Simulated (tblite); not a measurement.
Species: C₆H₇NOS.
SMILES with atom numbers: `[CH3:1][C@@H:2]([C:3]#[C:4][C:5]([NH2:6])=[S:7])[CH:8]=[O:9]` (hydrogens: H10, H11, H12 on C1; H13 on C2; H14, H15 on N6; H16 on C8)

The geometry is computed with GFN2-xTB (gas phase).

Question: Give the optimised bond lengths and angles.

Answer: 
| bond | length (Å) |
| --- | --- |
| C1–C2 | 1.530 |
| C2–C3 | 1.449 |
| C3≡C4 | 1.206 |
| C4–C5 | 1.409 |
| C5–N6 | 1.345 |
| C5=S7 | 1.648 |
| C2–C8 | 1.519 |
| C8=O9 | 1.195 |
| C1–H10, C1–H11, C1–H12 | 1.088 |
| C2–H13 | 1.096 |
| N6–H14 | 1.006 |
| N6–H15 | 1.007 |
| C8–H16 | 1.106 |

Bonds in one row agree within 0.01 Å and their mean is given. A selection of angles:
| angle | degrees |
| --- | --- |
| C2–C1–H10 | 110.1 |
| H10–C1–H11 | 108.9 |
| H11–C1–H12 | 108.4 |
| C1–C2–C3 | 111.1 |
| C1–C2–C8 | 111.3 |
| C1–C2–H13 | 111.0 |
| C3–C2–C8 | 104.9 |
| C3–C2–H13 | 109.3 |
| C8–C2–H13 | 109.1 |
| C2–C3–C4 | 177.2 |
| C3–C4–C5 | 173.9 |
| C4–C5–N6 | 117.9 |
| C4–C5–S7 | 119.8 |
| N6–C5–S7 | 122.3 |
| C5–N6–H14 | 121.7 |
| C5–N6–H15 | 118.5 |
| H14–N6–H15 | 119.8 |
| C2–C8–O9 | 124.9 |
| C2–C8–H16 | 113.1 |
| O9–C8–H16 | 122.0 |

Dihedral angles: C1–C2–C8–O9 137° (anticlinal).

The 5 C–C bonds span 1.206 Å (C3≡C4, drawn triple) to 1.530 Å (C1–C2, drawn single), a spread of 0.324 Å. N6 (nitrogen bound to a thiocarbonyl carbon) is planar (angles 121.7°, 119.8° and 118.5°, sum 360.0°, 0.01 Å off the plane of its three neighbours). Of the pairs four or more bonds apart, H12···H16 is among the closest relative to their van der Waals radii: 2.50 Å, 104 % of the sum of Bondi's values.

Point group: C1 (no symmetry element, even within 0.4 Å). Its lowest GFN2-xTB frequency is 12 cm⁻¹, too small to tell a flat minimum from a shallow saddle. The numbers are those of one conformer (C4–C5–N6–H -1° and -179°, C1–C2–C8–O9 137°). 3 starts were optimised and ended at 0.00, 0.27 and 0.84 kcal/mol (GFN2-xTB); the lowest of these is shown.

Time: 2.2 s. Hardware: one thread of an Intel Xeon at 2.70 GHz, no GPU (shared host). This is the geometry optimisation.
